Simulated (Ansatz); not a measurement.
One change: `OC([SiH3])Cl` becomes `OC([SiH3])Br`.

Ansatz, PBE0-D4/def2-TZVP geometries, multiplicity 1. Each molecule was computed in one conformer, which needn't be the lowest.

Scalar relativity is left out up to krypton.

| property | `OC([SiH3])Cl` |
| --- | --- |
| size of the dipole moment (PBE/def2-TZVPP) / D | 1.74 |
| LUMO energy (B3LYP/def2-TZVPP) / eV | -0.22 |
| HOMO–LUMO gap (B3LYP/def2-TZVPP) / eV | 7.68 |
| zero-point energy (PBE0-D4/def2-TZVP) / kJ/mol | 151.7 |
| LUMO energy (PBE0/def2-TZVPP) / eV | 0.05 |
| HOMO energy (B3LYP/def2-TZVPP) / eV | -7.90 |

(1) What does the change do to each property? (An estimate is asked.)

Answers

(1) Computed: 
```
                                      property  `OC([SiH3])Br`  shift
size of the dipole moment (PBE/def2-TZVPP) / D            1.88   0.14
           LUMO energy (B3LYP/def2-TZVPP) / eV           -0.78  -0.56
         HOMO–LUMO gap (B3LYP/def2-TZVPP) / eV            6.80  -0.88
zero-point energy (PBE0-D4/def2-TZVP) / kJ/mol           150.5   -1.2
            LUMO energy (PBE0/def2-TZVPP) / eV           -0.52  -0.57
           HOMO energy (B3LYP/def2-TZVPP) / eV           -7.58   0.32
```

With PBE0 the HOMO rises by 0.32 eV and the LUMO falls by 0.57 eV, so the gap narrows by about 0.89 eV. PBE moves the HOMO by 0.22 eV and ωB97M-V by 0.35 eV. Dipoles are sizes alone; their direction can turn.

B3LYP here is the variant with VWN-RPA as its local correlation; programs differ in this.

Spin–orbit coupling is left out; it splits and shifts lone-pair levels of the heavy atoms by tenths of an eV.
